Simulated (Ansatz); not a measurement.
Cl$_{2}$O$_{2}$W, charge +1, doublet, at a GFN2-xTB geometry of the parent state (such geometries of metal compounds can be far from the true shape) (the multiplicity is a formal guess) (core potentials on W); PBE/def2-SVP in Ansatz (a quantum-chemistry and plane-wave program).

Input for Ansatz:
Ansatz 0.2 input:
```yaml
crystal:
  periodic: [false, false, false]
  atoms:
    - {symbol: W, position_ang: [0.37433821, -0.07415431, 0.12270466]}
    - {symbol: O, position_ang: [1.49271735, -0.62827810, -1.01392940]}
    - {symbol: O, position_ang: [0.74820365, 0.18436419, 1.74848290]}
    - {symbol: Cl, position_ang: [-0.97950147, 1.60541944, -0.73627097]}
    - {symbol: Cl, position_ang: [-1.70452181, -1.07372945, -0.14352742]}
basis:
  gaussian:
    orbitals: def2-SVP
hamiltonian:
  xc: pbe
total_charge: 1
magnetization: {spin_polarized: false, initial_magnetization: 1}
```

What the program printed (banner, timings and long lists left out):

```
Functional definition: PBE
983 factors; their error is unknown
mean field evaluation 1: about -30908.4201 eV, gradient 1.2e2 eV
mean field evaluation 2: about -30530.4369 eV, gradient 3.2e2 eV
mean field evaluation 4: about -30917.7009 eV, gradient 8.2e1 eV
mean field evaluation 8: about -30934.5714 eV, gradient 1.2e1 eV
mean field evaluation 16: about -30934.9150 eV, gradient 6.5e-1 eV
mean field evaluation 32: about -30934.8822 eV, gradient 3.4e-4 eV
mean field evaluation 64: about -30934.8644 eV, gradient 2.3e-5 eV
mean field evaluation 96: about -30934.8485 eV, gradient 3.3e0 eV
mean field evaluation 128: about -30933.5439 eV, gradient 2.0e0 eV
mean field evaluation 160: about -30934.7378 eV, gradient 3.3e0 eV
mean field evaluation 192: about -30926.0590 eV, gradient 3.4e0 eV
mean field -30934.88216617 eV, -1136.8359511907 hartree, gradient 1.2e-5 eV, S^2 0.750000; 16 other end points of the search recorded, 0 dependent functions left out
reference -30934.88222652 eV, -1136.8359534082 hartree; 32, 31 occupied and 64, 65 virtual orbitals, 983 factors
Total energy: -30934.88222652 eV, -1136.8359534082 hartree
```
